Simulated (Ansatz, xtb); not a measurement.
Molecule: MgH (charge 0, doublet). 
Structure (B3LYP-D3(BJ)/def2-TZVP (Ansatz, an electronic-structure program) minimum search):
```xyz
2

Mg     0.0000     0.0000    -0.1341
H      0.0000     0.0000     1.6090
```
Charge 0, spin multiplicity 2.

Harmonic wavenumbers from GFN2-xTB (xtb, at its own minimum), cm⁻¹: 925.

### Question
Give the harmonic wavenumbers at B3LYP-D3(BJ)/def2-TZVP (Ansatz, finite differences of forces, unscaled).

### Answer
1452 cm⁻¹. Zero-point energy 2.1 kcal/mol.

### Question
From these and the geometry, give the ideal-gas thermochemistry at 298.15 K and 1 atm (rigid rotor, harmonic oscillator).

### Answer
Point group C∞v, rotational symmetry number 1. Rotational constants 171.9, 171.9 GHz. S(trans) 35.62, S(rot) 9.12, S(vib) 0.01, S(elec, spin only) 1.38, S 46.1 cal/(mol K). H(298) - H(0) 2.08 kcal/mol; G - E(el) -9.6 kcal/mol.
